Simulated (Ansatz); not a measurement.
Species: sum formula Si2NHCl6 (charge 0, singlet). 
Geometry from a B3LYP-D3(BJ)/def2-TZVP (Ansatz, an electronic-structure program) optimisation:
```xyz
10

Cl    -2.8244    -1.4127    -1.0543
Si    -1.4955     0.0100    -0.4415
Cl    -1.8720     0.5671     1.4797
Cl    -1.7160     1.6509    -1.6318
N      0.0681    -0.6670    -0.5483
Si     1.5197    -0.2475     0.2462
Cl     3.0655    -0.9488    -0.8870
Cl     1.6329     1.7750     0.4457
Cl     1.6573    -1.0762     2.1043
H      0.1477    -1.4467    -1.1893
```
Charge 0, spin multiplicity 1.

Parts of the frozen-core correlation energy in aug-cc-pV(D+d)Z (Ansatz, hartree). Frozen orbitals: 41; correlated occupied orbitals by spin: 28 and 28; virtual: 219 and 219. No spin-orbit coupling. No relativistic terms.

```
term                             value
-------------------------  -----------
reference (HF)             -3390.35949
MP2 opposite-spin                    ?
MP2 same-spin                 -0.35073
CCSD correlation                     ?
(T)                                  ?
T1 diagnostic                    0.010
largest doubles amplitude        0.008
```

Q: Complete the blanks.

A: 
- MP2 opposite-spin, value: -0.90922
- CCSD correlation, value: -1.33827
- (T), value: -0.04645
